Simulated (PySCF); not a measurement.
An equivalent PySCF input for Cl (chlorine, neutral), [Ne] 3s2 3p5, 2P determinant, with the non-relativistic Hamiltonian (point nucleus):

```python
from pyscf import gto, scf, dft, mp, cc
import basis_set_exchange as bse
mol = gto.M(atom="Cl 0 0 0", charge=0, spin=1, symmetry="D2h",
            basis=gto.basis.parse(bse.get_basis("pcseg-2", elements=["Cl"], fmt="nwchem", header=False)))
mf = dft.UKS(mol, xc="MN15")
mf.irrep_nelec = {'Ag': (3, 3), 'B1u': (2, 2), 'B2u': (2, 2), 'B3u': (2, 1)}
mf.kernel()
```

It reaches the same state as the run whose output follows, with an energy that differs only through the grid. The run itself started from symmetry-adapted Hartree-Fock orbitals and held the occupation by maximum overlap, on a logarithmic radial grid, so the iterations belong to that start.

```
SCF conv_tol = 1e-09
number electrons alpha = 9  beta = 8
XC functionals = MN15
    H. S. Yu, X. He, S. L. Li, and D. G. Truhlar.,  Chem. Sci. 7, 5032-5051 (2016)
    H. S. Yu, X. He, S. L. Li, and D. G. Truhlar.,  Chem. Sci. 7, 5032-5051 (2016)
cycle= 1 E= -460.078422921883  delta_E= -0.0274  |g|= 0.0341  |ddm|= 0.171
cycle= 2 E= -460.078776268952  delta_E= -0.000353  |g|= 0.0134  |ddm|= 0.0563
cycle= 3 E= -460.078848569902  delta_E= -7.23e-05  |g|= 0.00503  |ddm|= 0.0184
cycle= 4 E= -460.07885552303  delta_E= -6.95e-06  |g|= 0.000386  |ddm|= 0.00428
cycle= 5 E= -460.078855636998  delta_E= -1.14e-07  |g|= 2.1e-05  |ddm|= 0.000446
cycle= 6 E= -460.078855637319  delta_E= -3.21e-10  |g|= 1.43e-06  |ddm|= 2.53e-05
converged SCF energy = -460.078855637319  <S^2> = 0.75209414  2S+1 = 2.002093
```
